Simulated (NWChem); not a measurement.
# CH$_{4}$GeO, singlet; SMILES [O]([GeH])C

Results from NWChem. Pople sets run with spherical d functions. Low-valent species are run as closed-shell singlets; no triplet was tried in these runs. Each level has its own optimisation; frequencies are unscaled. One conformer.

| level | r Ge–H (Å) | r Ge–O (Å) | r C–O (Å) | highest harmonic frequency (cm⁻¹) | lowest (cm⁻¹) | zero-point energy (kcal/mol) | dipole (D) |
|---|---|---|---|---|---|---|---|
| B3LYP/3-21G | 1.655 | 1.742 | 1.448 | 3096 | 172 | 30.2 | 1.64 |
| Hartree-Fock/STO-3G | 1.485 | 1.650 | 1.416 | 3676 | 120 | 36.1 | 1.41 |
| B3LYP/6-31G* | 1.634 | 1.799 | 1.419 | 3094 | 135 | 30.2 | 1.21 |
| Hartree-Fock/3-21G | 1.629 | 1.718 | 1.424 | 3253 | 149 | 32.2 | 1.48 |
| PBE0/def2-SVP | 1.622 | 1.778 | 1.397 | 3114 | 140 | 30.2 | 1.05 |
